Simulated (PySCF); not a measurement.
ClH2MoNS2, multiplicity 1. Atoms are numbered in the order given.

```xyz
7

Mo     0.1249    -0.0950    -0.1240
N      0.8092    -1.1160    -1.3036
H      1.5158    -1.7614    -1.6584
S      1.2996    -0.1466     1.6213
Cl    -0.0348     2.0223    -0.9367
S     -1.9047    -1.1266     0.2841
H     -2.1512    -0.4454     1.4297
```
Charge 0, spin multiplicity 1.

Coordinates come from a PBE0-D3(BJ)/def2-SVP optimisation. The multiplicity is an assumed one; no other spin state was optimised. The structure was generated by enumeration; whether it is a known compound was not checked. The def2 effective core potentials stand for the cores of Mo; spin–orbit coupling is left out. Other conformers were not sampled.

All values below come from PySCF 2.14.0 with PBE0-D3(BJ)/def2-SVP.

Frequencies are harmonic and unscaled.

Computed normal modes with their intensities:
```json
[
 {"mode": "1", "ν (cm⁻¹)": "115", "IR (km/mol)": "0.2", "moving atoms (share of kinetic energy)": "S 42 %, Cl 40 %, Mo 14 %"},
 {"mode": "2", "ν (cm⁻¹)": "144", "IR (km/mol)": "0.3", "moving atoms (share of kinetic energy)": "S 57 %, Cl 28 %, Mo 13 %"},
 {"mode": "3", "ν (cm⁻¹)": "150", "IR (km/mol)": "1.4", "moving atoms (share of kinetic energy)": "S 56 %, Mo 26 %"},
 {"mode": "4", "ν (cm⁻¹)": "197", "IR (km/mol)": "5.0", "moving atoms (share of kinetic energy)": "N 53 %, H 22 %, S 10 %, Cl 10 %"},
 {"mode": "5", "ν (cm⁻¹)": "244", "IR (km/mol)": "9.2", "moving atoms (share of kinetic energy)": "N 47 %, S 22 %, H 21 %"},
 {"mode": "6", "ν (cm⁻¹)": "343", "IR (km/mol)": "37.4", "moving atoms (share of kinetic energy)": "H 88 %"},
 {"mode": "7", "ν (cm⁻¹)": "396", "IR (km/mol)": "9.7", "moving atoms (share of kinetic energy)": "S 43 %, Cl 35 %, Mo 15 %"},
 {"mode": "8", "ν (cm⁻¹)": "420", "IR (km/mol)": "42.9", "moving atoms (share of kinetic energy)": "Mo 36 %, Cl 31 %, S 28 %"},
 {"mode": "9", "ν (cm⁻¹)": "532", "IR (km/mol)": "224.8", "moving atoms (share of kinetic energy)": "H 69 %, N 23 %"},
 {"mode": "10", "ν (cm⁻¹)": "583", "IR (km/mol)": "20.4", "moving atoms (share of kinetic energy)": "S 61 %, Mo 22 %, H 16 %"},
 {"mode": "11", "ν (cm⁻¹)": "627", "IR (km/mol)": "20.0", "moving atoms (share of kinetic energy)": "H 83 %, S 9 %"},
 {"mode": "12", "ν (cm⁻¹)": "684", "IR (km/mol)": "76.6", "moving atoms (share of kinetic energy)": "H 75 %, N 19 %"},
 {"mode": "13", "ν (cm⁻¹)": "1039", "IR (km/mol)": "77.6", "moving atoms (share of kinetic energy)": "N 78 %, Mo 14 %"},
 {"mode": "14", "ν (cm⁻¹)": "2689", "IR (km/mol)": "6.4", "moving atoms (share of kinetic energy)": "H 97 %"},
 {"mode": "15", "ν (cm⁻¹)": "3604", "IR (km/mol)": "243.0", "moving atoms (share of kinetic energy)": "H 93 %"}
]
```
